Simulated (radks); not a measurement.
Problem. The arsenic anion As-, 34 electrons, occupied as [Ar] 3d10 4s2 4p4. All-electron calculation, non-relativistic Kohn-Sham, PBE, spin-polarised, spherical densities, point nucleus; open shells are filled with parallel spins first; hard spherical wall at 3 bohr. Program: a radial shooting solver on a logarithmic mesh with Libxc functionals. Some entries of the table are withheld. Estimate them.

| orbital | occ. | eigenvalue (eV) | r(max) (bohr) |
|---|---|---|---|
| 1s up | 1 | -11506.14 | 0.03062 |
| 1s down | 1 | -11505.97 | 0.03062 |
| 2s up | 1 | -1415.038 | 0.1737 |
| 2s down | 1 | -1414.961 | 0.1737 |
| 2p up | 3 | -1261.851 | 0.1379 |
| 2p down | 3 | -1261.703 | 0.1379 |
| 3s up | 1 | -152.8398 | 0.5312 |
| 3s down | 1 | -152.6463 | 0.5314 |
| 3p up | 3 | -101.2498 | 0.5254 |
| 3p down | 3 | -101.0306 | 0.5256 |
| 3d up | 5 | -11.1723 | 0.4777 |
| 3d down | 5 | -10.8455 | 0.4776 |
| 4s up | 1 | 13.0868 | 1.629 |
| 4s down | 1 | 15.1295 | 1.618 |
| 4p up | 3 | 25.1809 | (1) |
| 4p down | 1 | 27.2967 | (2) |
| 4d up | 0 | 46.8352 | 1.964 |
| 4d down | 0 | 48.9234 | 1.964 |
| 5s up | 0 | 81.9650 | 2.348 |
| 5s down | 0 | 83.3208 | 2.350 |
| 5p up | 0 | 95.2475 | 2.382 |
| 5p down | 0 | 96.5830 | 2.384 |

Solution. 
(1) 4p up r(max) (bohr): 1.761
(2) 4p down r(max) (bohr): 1.756
